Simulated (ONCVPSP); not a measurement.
## Which change was made? (Ta, ONCV)

ONCVPSP 4.0.1 input, shortened (lines: element, Z, core and valence counts, functional; n l f; lmax; l rc ep ncon nbas qcut; lloc lpopt rc5 dvloc0; l nproj debl; icmod fcfact rcfact), PW91, fully relativistic:

```
  Ta 73.00   10    3  -109134      upf
    1    0    2.00
    2    0    2.00
    2    1    6.00
    3    0    2.00
    3    1    6.00
    3    2   10.00
    4    0    2.00
    4    1    6.00
    4    2   10.00
    4    3   14.00
    5    0    2.00
    5    1    6.00
    5    2    2.00
    2
    0    1.85    0.00    4    8    5.90
    1    2.10    0.00    4    7    6.20
    2    2.05    0.00    3    8    9.40
    4    5    1.50    1.00
    0    2    2.70
    1    1    4.00
    2    2    0.40
    0    0.00    0.00
```

Open shells are filled in proportion to 2j + 1.

In the s channel the program set the typed energies aside and used -3.709, 0.050 Ha. In the d channel the program set the typed energies aside and used -1.060, 0.250 Ha (j = l + 1/2; the other j can differ).

Cutoffs, loose and tight: the cutoffs (Ha) at which the residual kinetic energy of the hardest occupied pseudo-wave falls to 1 and 0.1 mHa per electron. They do not see the model core or the augmentation charge, which bear on the density cutoff. Test errors are all-electron minus pseudo excitation energies from the reference, over the configurations 5s2 5p6 5d3 6s2; 5s2 5p6 5d3 6s1; 5s2 5p6 5d3; 5s2 5p5 5d3 6s2; variants that change the core or the reference have their own tests.

The base gives: outcome: generated, projector energies reset by the program; cutoff, loose: 14 Ha; cutoff, tight: 18 Ha; bound ghosts: none; GHOST(+) flags above zero: s; largest test error (meV): +60.

Problem. After one change the result is: outcome: failed: ERROR pspot: first pseudo wave function has node, program will stop. Which change was it?
A. s: qcut 7.6; p: qcut 7.9; d: qcut 12
B. s: qcut 6.5; p: qcut 6.9; d: qcut 10.4
C. s: qcut 4; p: qcut 4.2; d: qcut 6.3

Solution. A. The others give: s: qcut 6.5; p: qcut 6.9; d: qcut 10.4 → outcome: generated, projector energies reset by the program; cutoff, loose: 23 Ha; cutoff, tight: 31 Ha; bound ghosts: none; GHOST(+) flags above zero: none; largest test error (meV): +59 | s: qcut 4; p: qcut 4.2; d: qcut 6.3 → outcome: generated, projector energies reset by the program; cutoff, loose: 23 Ha; cutoff, tight: 48 Ha; bound ghosts: none; GHOST(+) flags above zero: none; largest test error (meV): +79.
